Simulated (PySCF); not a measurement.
SMILES OB(O)F (H2BFO2) (B3LYP/def2-SVP optimised geometry):

```
6

B     -0.050    -0.005     0.000
F     -0.728    -1.171     0.000
O      1.303    -0.005     0.000
H      1.677    -0.894     0.001
O     -0.720     1.171     0.000
H     -1.677     1.055    -0.001
```

Method: PySCF with B3LYP/def2-TZVP.

### Question
What are the frontier orbital energies and the dipole moment?

### Answer
HOMO-2 -10.53 eV, HOMO-1 -10.35 eV, HOMO -9.39 eV, LUMO 0.02 eV, LUMO+1 1.17 eV; dipole moment 1.38 D.

On the same geometry PBE/def2-TZVP in PySCF 2.14.0 gives HOMO-2 -8.94 eV, HOMO-1 -8.68 eV, HOMO -7.91 eV, LUMO -0.41 eV, LUMO+1 0.72 eV; dipole moment 1.32 D.

Meta-Löwdin charges at B3LYP/def2-TZVP: B1 0.67, F2 -0.34, O3 -0.52, H4 0.36, O5 -0.52, H6 0.36.
